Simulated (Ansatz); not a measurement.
A structure relaxed at r2SCAN-D4/def2-SVP in Ansatz, charge 0, singlet:

```xyz
8

Al    0.5980    0.2580    2.2777
Al   -2.5322   -0.9292   -1.3150
Al    2.0735    1.4711    0.5280
Al    0.2825   -0.9884   -0.3545
Sb   -1.9119   -0.3336    1.3296
Sb    2.6290   -1.1433    0.6758
Sb   -0.6988    1.7270   -0.4175
Sb   -0.4401   -0.0616   -2.7241
```

(1) Give its formula.

(2) Summarise the bond lengths by kind (pairs closer than 1.2 times the sum of covalent radii, bridged metal pairs left out).

Answers

(1) Al₄Sb₄ (the lowest singlet isomer of a short search).

(2) 10 × Al–Sb 2.57 to 2.94 Å; 2 × Sb–Sb 2.93 to 2.96 Å.

In the def2 sets Sb takes a core potential; there is no spin–orbit coupling. The restricted singlet is unstable towards broken spin symmetry in Hartree–Fock (as tested in another run); at r2SCAN-D4/def2-SVP this wasn't settled. The structure comes from a short search, and lower isomers may exist.
